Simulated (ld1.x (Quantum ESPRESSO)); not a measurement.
Reading a pseudo-wave (C (Z = 6))

Columns: radius, all-electron u(r) and pseudo u(r) of the 2p shell (level -5.24 eV) of carbon in the configuration [He] 2s2 2p2; PBEsol, non-relativistic, TM scheme, ld1.x (Quantum ESPRESSO) 7.5.

| r (bohr) | all-electron | pseudo |
| --- | --- | --- |
| 0.125 | 0.0686 | 0.0227 |
| 0.250 | 0.1989 | 0.0879 |
| 0.375 | 0.3327 | 0.1871 |
| 0.500 | 0.4489 | 0.3077 |
| 0.625 | 0.5419 | 0.4344 |
| 0.750 | 0.6123 | 0.5522 |
| 0.875 | 0.6612 | 0.6489 |
| 1.000 | 0.6911 | 0.7169 |
| 1.125 | 0.7053 | 0.7544 |
| 1.250 | 0.7070 | 0.7642 |
| 1.375 | 0.6991 | 0.7525 |
| 1.500 | 0.6838 | 0.7265 |
| 1.625 | 0.6632 | 0.6929 |
| 1.750 | 0.6388 | 0.6566 |
| 1.875 | 0.6119 | 0.6209 |
| 2.000 | 0.5835 | 0.5870 |
| 2.125 | 0.5542 | 0.5552 |
| 2.250 | 0.5247 | 0.5248 |
| 2.375 | 0.4954 | 0.4954 |
| 2.500 | 0.4666 | 0.4666 |
| 2.625 | 0.4386 | 0.4386 |
| 2.750 | 0.4116 | 0.4116 |
| 2.875 | 0.3857 | 0.3857 |
| 3.000 | 0.3609 | 0.3609 |
| 3.125 | 0.3374 | 0.3374 |
| 3.250 | 0.3151 | 0.3151 |

Q: How many radial nodes do the two functions have?

A: The all-electron 2p function has n − l − 1 = 0; the pseudo-wave has 0.

Q: At about which radius was the pseudo-wave matched?

A: 2.50 bohr. The columns agree to 0.0005 from 2.25 bohr on; several derivatives are matched, so the curves merge somewhat inside the radius.

Q: Is the pseudo-wave norm-conserving?

A: Yes: the TM scheme keeps the norm inside the radius equal to the all-electron one, which fixes the energy derivative of the logarithmic derivative at the level.
